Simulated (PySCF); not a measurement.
Diatomics of Pb with the third period

PBE0 with double-zeta basis sets in PySCF, for the lowest determinant that a PBE0 search found; no spin–orbit coupling. De refers to high-spin ground-configuration atoms. A positive dipole means M(−)Pb(+).

```csv
M,basis,state (unpaired electrons),Re (Å),ωe (cm⁻¹),De (eV),μ (D)
Na,def2-SVP,"quartet (σ ↑, π ↑↑)",2.968,165,1.06,-6.59
Mg,def2-SVP,triplet (π ↑↑),2.833,202,0.85,-2.55
Al,def2-SVP,"quartet (σ ↑, π ↑↑)",2.715,248,2.11,-0.34
Si,def2-SVP,triplet (π ↑↑),2.592,324,2.54,1.63
P,def2-SVP,doublet (π ↑),2.432,367,2.45,2.70
S,def2-SVP,singlet (closed shell),2.308,451,4.47,3.92
Cl,def2-SVP,doublet (π ↑),2.490,324,3.69,3.58
```

The shortest bond is that of PbS (2.308 Å), the longest that of NaPb (2.968 Å). PbS is bound most strongly (4.47 eV) and MgPb least (0.85 eV).

The state changes along the series, so neighbouring rows are not always alike in their bonding.

Spin–orbit coupling is left out, which matters for elements this heavy, above all for dissociation energies. States were picked by a PBE0 search and need not be the measured ground states.
